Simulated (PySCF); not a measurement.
# Lithium: a sound run and one with changed settings

Sound run: Li⁺ 1s2, Li²⁺ 1s1. Computed with PySCF 2.14 in aug-cc-pVDZ-DK, with scalar relativity by spin-free X2C-1e. The sound run starts from symmetry-adapted Hartree-Fock orbitals and uses a fine grid where one is needed.

Changed run: radial step 1.2 in ln r (0.13 in the sound run). This setting is unsound on purpose.

```tsv
species	method	sound run (hartree)	changed run (hartree)	converged
Li⁺	UHF	-7.23678	-7.23678	yes
Li⁺	PBE0	-7.26245	-7.27448	yes
Li⁺	M06-L	-7.30091	-7.29644	yes
Li²⁺	UHF	-4.44984	-4.44984	yes
Li²⁺	PBE0	-4.44499	-4.45280	yes
Li²⁺	M06-L	-4.45936	-4.44408	yes
```

Ionisation energy of Li⁺:

| method | sound run (eV) | changed run (eV) |
| --- | --- | --- |
| UHF | 75.837 | 75.837 |
| PBE0 | 76.667 | 76.782 |
| M06-L | 77.322 | 77.617 |

A coarse radial grid mis-integrates the density and the exchange-correlation energy, with errors of either sign; Hartree-Fock needs no grid.

For comparison, NIST gives 75.640 eV between the lowest levels.
